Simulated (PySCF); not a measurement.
All values below come from PBE-D3(BJ)/def2-TZVP // B3LYP-D3(BJ)/def2-TZVP run with PySCF 2.14.0. All species are isolated molecules in the gas phase. One relaxed conformer stands for a flexible species; it need not be the lowest. Delta-SCF ions had no search for a lower state. Excitations are Tamm–Dancoff values on a coarser integration grid. The basis has no diffuse functions, so Rydberg states are missing or too high.

Reference species (SMILES): `B([SiH3])([SiH3])O` (H–O–B–Si torsion 0°) (neutral, multiplicity 1).

```json
{
  "vertical ionisation energy (Delta-SCF)": "8.98 eV",
  "S1 oscillator strength": "0.000",
  "S1 excitation (TDA)": "3.89 eV"
}
```

Changed species: `[SiH3]B([SiH3])[SiH3]` (3 of 3 OH replaced by SiH3; the reference has 2 of 3 OH replaced by SiH3).

Problem. Give the shifts of the vertical ionisation energy (Delta-SCF), S1 oscillator strength and S1 excitation (TDA).

Solution. the vertical ionisation energy (Delta-SCF) rises by 0.44 eV, to 9.42 eV; the S1 oscillator strength hardly moves; the S1 excitation (TDA) drops by 0.84 eV, to 3.05 eV.
